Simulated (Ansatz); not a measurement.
```yaml
crystal:
  periodic: [false, false, false]
  atoms:
    - {symbol: C, position_ang: [1.409780, 1.432536, -0.908954]}
    - {symbol: Y, position_ang: [0.257821, -0.190298, 0.364906]}
    - {symbol: C, position_ang: [-1.990056, 0.298083, 0.906672]}
    - {symbol: N, position_ang: [0.806066, -2.235871, 0.120244]}
    - {symbol: H, position_ang: [0.791982, 2.319713, -1.106607]}
    - {symbol: H, position_ang: [1.719013, 1.045841, -1.890368]}
    - {symbol: H, position_ang: [2.331144, 1.801979, -0.434839]}
    - {symbol: H, position_ang: [-2.144170, 1.344990, 1.204002]}
    - {symbol: H, position_ang: [-2.423650, -0.321596, 1.703295]}
    - {symbol: H, position_ang: [-2.632629, 0.142772, 0.026763]}
    - {symbol: H, position_ang: [1.621026, -2.592880, -0.366212]}
    - {symbol: H, position_ang: [0.253672, -3.045270, 0.381107]}
basis:
  gaussian: {orbitals: def2-SVP}
magnetization: {spin_polarized: true, initial_magnetization: 0}
hamiltonian: {xc: {name: B2GP-PLYP}}
charge: 1
```

```sh
$ ansatz run in.yaml --threads 4 --pin off --events-out ev --progress --plain --max-ram 10444MiB
```

Q: How does Ansatz answer? (Best estimate.)

A: Computed: The input was rejected before any iteration.
```
Error: YAML parse error: error: line 20 column 1: unknown field `charge`, expected one of crystal, accuracy, basis, kpoints, hamiltonian, magnetization, projection, total_charge, correlation, batch, efield, external_charges, scf, relax, neb, saddle, md, ramp, phonons, dielectric, real_time, elastic, magnetic_configurations, gw, evaluate, workflow, output, checkpoint, execution
18 | magnetization: {spin_polarized: true, initial_magnetization: 0}
19 | hamiltonian: {xc: {name: B2GP-PLYP}}
20 | charge: 1
```
